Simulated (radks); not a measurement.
Effect of the nuclear size on the hafnium ion Hf22+, [Kr] 4d10 4f4. Method: Dirac Kohn-Sham, PBE, spin-unpolarised, spherical densities, finite nucleus; open shells are shared between the two j in proportion to 2j + 1; Fermi nuclear charge, rms radius 5.347 fm; computed with a radial shooting solver on a logarithmic mesh with Libxc functionals. The rms radius is varied about that value; shifts are against it.

| rms radius (fm) | total energy shift (eV) | density at nucleus (e/bohr^3) | 1s1/2 shift (meV) | 2s1/2 shift (meV) | 4s1/2 shift (meV) | 4p1/2 shift (meV) | 4f7/2 shift (meV) | 5s1/2 (empty) shift (meV) | 5p1/2 (empty) shift (meV) |
|---|---|---|---|---|---|---|---|---|---|
| 4.6947 | -11.1 | 1.261e+06 | -4530 | -627 | -36.9 | -0.233 | 0.933 | -11.8 | -0.149 |
| 4.839 | -8.76 | 1.248e+06 | -3570 | -493 | -29.0 | -0.184 | 0.733 | -9.32 | -0.117 |
| 5.347 | 0 | 1.208e+06 | 0.000 | 0.000 | 0.000 | 0.000 | 0.000 | 0.000 | 0.000 |
| 5.7855 | 8.03 | 1.177e+06 | 3270 | 452 | 26.6 | 0.171 | -0.672 | 8.54 | 0.108 |
| 6.1597 | 15.2 | 1.153e+06 | 6200 | 857 | 50.4 | 0.326 | -1.27 | 16.2 | 0.206 |

Slopes of the eigenvalues against <r^2> in GHz/fm^2, as finite differences over the two radii next to the reference (eigenvalue slopes, not the field-shift constants of lines): 1s1/2 164000, 2s1/2 22700, 4s1/2 1340, 4p1/2 8.53, 4f7/2 -33.8, 5s1/2 (empty) 429, 5p1/2 (empty) 5.43.
